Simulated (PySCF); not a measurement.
Si(H)(Cl)(Et)(NH2) (C2H8ClNSi), SMILES CC[SiH](N)Cl. Geometry optimised at B3LYP-D3(BJ)/def2-SVP. Other conformers were not sampled.

### Question
Give the equilibrium geometry at B3LYP-D3(BJ)/def2-SVP (PySCF confirms it by a frequency run) as Cartesian coordinates in Å. (An estimate is asked for; the answer gives what the named calculation found.)

### Answer
This is not unique; one that fits is 
```xyz
13

Si     0.0904    -0.3512     0.3178
N      0.8333    -1.5247    -0.7029
Cl     1.3933     1.1867     0.9342
C     -1.3160     0.4757    -0.6058
C     -2.4119    -0.4937    -1.0683
H     -0.3328    -1.0508     1.5577
H      1.4875    -2.1938    -0.3066
H      1.1270    -1.2556    -1.6383
H     -0.8744     1.0102    -1.4665
H     -1.7302     1.2638     0.0464
H     -3.2039     0.0274    -1.6298
H     -1.9991    -1.2823    -1.7165
H     -2.8913    -0.9962    -0.2122
```
